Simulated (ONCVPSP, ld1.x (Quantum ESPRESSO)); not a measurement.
**Pseudopotentials across the periodic table**

Generated with ld1.x 7.5 (TM, RRKJ, ultrasoft, PAW), atompaw 4.2 or ONCVPSP 4.0.1. The cutoff is in Ry: for ld1.x and atompaw files where the sum of valence levels is converged to 10 mRy in a Bessel basis, for ONCV files where the hardest occupied wave has 1 mHa per electron of residual kinetic energy. The error is the largest all-electron minus pseudo excitation energy over each file’s own four to seven test configurations (ionisations up to +4, promotions, holes and added fractions of an electron), all of which were solved. The labels leave out finer settings (local radius, basis sizes, second energies), which also bear on the numbers. Spin-polarised tests are not counted. The rows are a selection from randomly drawn settings: files with unsolved tests, undetermined cutoffs or missed reference levels are left out.

A true bound ghost makes a file unfit for plane-wave use even where its test errors are small: the radial tests pick states by their node count and pass the ghost by.

```csv
element,potential,cutoff (Ry),largest error (meV),bound ghosts
B,"ONCV, BLYP, scalar-relativistic, rc 1.05/3.10 (sp), local smoothed, core correction no, reference 2s2 2p1, qcut 6.2/4.2, projectors 2/2",212,+381,s
N,"ONCV, PBE, scalar-relativistic, rc 0.75/2.06/1.40 (spd), local smoothed, core correction yes, reference 2s2 2p3, qcut 9.8/8.3/7.7, projectors 3/2/2",59,+1216,s
Cl,"ONCV, PBEsol, scalar-relativistic, rc 1.30/1.15 (sp), local smoothed, core correction no, reference 3s2 3p4, qcut 5.5/5.7, projectors 2/1",234,+51,none
Ga,"ONCV, Wu-Cohen, scalar-relativistic, rc 1.00/1.10/0.80 (spd), local smoothed, core correction yes, reference 3s2 3p6 3d10 4s1 4p2, qcut 13/12.7/21.6, projectors 2/2/2",322,-18,none
Pm,"ONCV, PBE, fully relativistic, rc 2.05/1.90/2.80 (spd), local smoothed, core correction yes, reference 5s2 5p6 5d1 6s2, qcut 5.2/5.1/6.3, projectors 3/2/2",23,-313,none
Re,"ONCV, PBEsol, scalar-relativistic, rc 1.65/1.50/2.05 (spd), local smoothed, core correction yes, reference 5s2 5p6 5d5 6s2, qcut 7.9/7.2/6.2, projectors 2/2/3",52,-17,none
Os,"ONCV, PBE, fully relativistic, rc 1.75/1.80/1.70 (spd), local smoothed, core correction yes, reference 5s2 5p6 5d6 6s0.5, qcut 7.5/9.1/6.3, projectors 2/2/1",42,-13,none
Au,"TM, PBE, scalar-relativistic, rc 1.55/1.30/2.15/1.80 (spdf), local s, core correction no, reference 5s2 5p6 5d8 6s0 6p0",110,+4576,none
Hg,"ONCV, revPBE, scalar-relativistic, rc 1.40/1.35/2.10/1.35 (spdf), local f, core correction yes, reference 5s2 5p6 5d10 6s1.75, qcut 9.3/8.4/9.1/7.2, projectors 3/2/2/0",64,-14,none
```

(1) Fill in the row for N: ONCV, BLYP, scalar-relativistic, rc 0.85/1.35/0.85 (spd), local d, core correction no, reference 2s2 2p3, qcut 10/13/11.1, projectors 2/2/0.

## Answers

(1) cutoff 80 Ry, largest error +386 meV, bound ghosts: none.
